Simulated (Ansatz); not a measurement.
Start from `BOC([SiH3])[SiH3]` and change one atom or group to get `[SiH3]C([SiH3])I`.

Ansatz, PBE0-D4/def2-TZVP geometries, multiplicity 1. Each molecule was computed in one conformer, which needn't be the lowest.

Elements past krypton have def2 core potentials.

```json
{"property": "HOMO energy (PBE/def2-TZVPP) / eV", "`BOC([SiH3])[SiH3]`": "-6.99"}
{"property": "HOMO–LUMO gap (B3LYP/def2-TZVPP) / eV", "`BOC([SiH3])[SiH3]`": "7.15"}
{"property": "HOMO–LUMO gap (PBE/def2-TZVPP) / eV", "`BOC([SiH3])[SiH3]`": "5.41"}
{"property": "HOMO energy (ωB97M-V/def2-TZVPP) / eV", "`BOC([SiH3])[SiH3]`": "-10.40"}
{"property": "size of the dipole moment (ωB97M-V/def2-TZVPP) / D", "`BOC([SiH3])[SiH3]`": "1.27"}
{"property": "LUMO energy (PBE/def2-TZVPP) / eV", "`BOC([SiH3])[SiH3]`": "-1.58"}
```

Q: What does the change do to each property? (Estimate.)

A: Ansatz gave: 
```csv
property,`[SiH3]C([SiH3])I`,shift
HOMO energy (PBE/def2-TZVPP) / eV,-6.25,0.74
HOMO–LUMO gap (B3LYP/def2-TZVPP) / eV,5.50,-1.65
HOMO–LUMO gap (PBE/def2-TZVPP) / eV,3.93,-1.48
HOMO energy (ωB97M-V/def2-TZVPP) / eV,-9.50,0.90
size of the dipole moment (ωB97M-V/def2-TZVPP) / D,1.00,-0.27
LUMO energy (PBE/def2-TZVPP) / eV,-2.32,-0.74
```

With PBE0 the HOMO rises by 0.83 eV and the LUMO falls by 0.83 eV, so the gap narrows by about 1.66 eV. PBE moves the HOMO by 0.74 eV and ωB97M-V by 0.90 eV. Dipoles are sizes alone; their direction can turn.

B3LYP here is the variant with VWN-RPA as its local correlation; programs differ in this.

Spin–orbit coupling is left out; it splits and shifts lone-pair levels of the heavy atoms by tenths of an eV.
